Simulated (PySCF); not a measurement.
Cartesian coordinates (Å):
SMILES: C=CC[SiH3]
```xyz
12

C      1.9669    -0.4333     0.4437
C      0.9171    -0.4872    -0.3835
C     -0.0946     0.5966    -0.5752
Si    -1.7453     0.1522     0.2520
H      2.1810     0.4585     1.0381
H      2.6482    -1.2775     0.5525
H      0.7445    -1.4069    -0.9541
H      0.2587     1.5499    -0.1515
H     -0.2982     0.7643    -1.6461
H     -2.7816     1.1888    -0.0556
H     -2.2297    -1.1704    -0.2537
H     -1.5669     0.0650     1.7334
```
Charge 0, multiplicity 1.

**Question.** What is the computed HOMO, S1 oscillator strength and HOMO–LUMO gap (PBE-D3(BJ)/def2-TZVP (PySCF))?

**Answer.** 
- HOMO = -6.09 eV
- S1 oscillator strength = 0.028
- HOMO–LUMO gap = 5.15 eV
